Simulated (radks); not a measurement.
The numbers below are computed, except where a source is named.
Q: Mean orbital radii <r> (bohr) of the holmium ion Ho57+, [Ne], of relativity; Dirac values are averaged over j with weights 2j + 1. Spin-unpolarised spherical Kohn-Sham, PBE, point nucleus unless stated (finite: rms radius 5.2022 fm), a radial shooting solver on a logarithmic mesh with Libxc functionals. A level marked "c x" has the speed of light scaled by that factor and shares open shells by 2j + 1; other Dirac levels either fill j = l - 1/2 first or share by 2j + 1.

| shell | non-rel. |
|---|---|
| 1s | 0.02261 |
| 2s | 0.09432 |
| 2p | 0.07979 |
| 3s (empty) | 0.2195 |
| 3p (empty) | 0.2069 |

Give the values at the level "Dirac, 2j+1 shares, finite nucleus".

A: 
shell       Dirac, 2j+1 shares, finite nucleus  change of magnitude (%)
1s                                     0.02072                    -8.37
2s                                     0.08601                    -8.81
2p                                     0.07604                    -4.70
3s (empty)                              0.2052                    -6.51
3p (empty)                              0.1992                    -3.69
